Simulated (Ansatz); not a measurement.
Start from `N=C(F)S` and change one atom or group to get `N=[C](F)[AlH2]`.

Ansatz, PBE0-D4/def2-TZVP geometries, multiplicity 1. Each molecule was computed in one conformer, which needn't be the lowest.

```tsv
property	`N=C(F)S`
HOMO–LUMO gap (PBE0/def2-TZVPP) / eV	7.53
HOMO energy (B3LYP/def2-TZVPP) / eV	-7.74
LUMO energy (PBE/def2-TZVPP) / eV	-1.40
size of the dipole moment (B3LYP/def2-TZVPP) / D	2.98
HOMO energy (ωB97M-V/def2-TZVPP) / eV	-10.16
HOMO–LUMO gap (B3LYP/def2-TZVPP) / eV	7.00
```

(1) Give the same properties after the change, and the shifts. (Best estimate.)

Answers

(1) Ansatz gave: 
```csv
property,`N=[C](F)[AlH2]`,shift
HOMO–LUMO gap (PBE0/def2-TZVPP) / eV,5.45,-2.08
HOMO energy (B3LYP/def2-TZVPP) / eV,-7.66,0.08
LUMO energy (PBE/def2-TZVPP) / eV,-3.21,-1.81
size of the dipole moment (B3LYP/def2-TZVPP) / D,2.92,-0.06
HOMO energy (ωB97M-V/def2-TZVPP) / eV,-10.19,-0.03
HOMO–LUMO gap (B3LYP/def2-TZVPP) / eV,5.01,-1.99
```

With PBE0 the HOMO rises by 0.11 eV and the LUMO falls by 1.97 eV, so the gap narrows by about 2.08 eV. PBE moves the HOMO by 0.29 eV and ωB97M-V by -0.03 eV. The zero-point energy changes by 8.2 kJ/mol with +3 modes. Dipoles are sizes alone; their direction can turn.

B3LYP here is the variant with VWN-RPA as its local correlation; programs differ in this.
